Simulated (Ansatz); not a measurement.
`[OH][Sn]([OH])([OH])[Cl]` and `[OH][Sn]([OH])([F])[Cl]` differ in one atom or group.

Ansatz, PBE0-D4/def2-TZVP geometries, multiplicity 1. Each molecule was computed in one conformer, which needn't be the lowest.

Elements past krypton have def2 core potentials.

```tsv
property	`[OH][Sn]([OH])([OH])[Cl]`
HOMO energy (B3LYP/def2-TZVPP) / eV	-9.01
LUMO energy (B3LYP/def2-TZVPP) / eV	-2.36
HOMO energy (PBE/def2-TZVPP) / eV	-7.55
HOMO–LUMO gap (PBE0/def2-TZVPP) / eV	7.29
HOMO energy (PBE0/def2-TZVPP) / eV	-9.30
ideal-gas entropy at 298 K and 1 bar (rigid rotor, harmonic PBE0-D4/def2-TZVP) / J/(mol·K)	391
```

Q: What does the change do to each property? (Best estimate.)

A: The calculation gave: 
```csv
property,`[OH][Sn]([OH])([F])[Cl]`,shift
HOMO energy (B3LYP/def2-TZVPP) / eV,-9.42,-0.41
LUMO energy (B3LYP/def2-TZVPP) / eV,-2.76,-0.40
HOMO energy (PBE/def2-TZVPP) / eV,-7.99,-0.44
HOMO–LUMO gap (PBE0/def2-TZVPP) / eV,7.31,0.02
HOMO energy (PBE0/def2-TZVPP) / eV,-9.72,-0.42
"ideal-gas entropy at 298 K and 1 bar (rigid rotor, harmonic PBE0-D4/def2-TZVP) / J/(mol·K)",381,-10
```

The zero-point energy changes by -29.5 kJ/mol with -3 modes.

B3LYP here is the variant with VWN-RPA as its local correlation; programs differ in this.
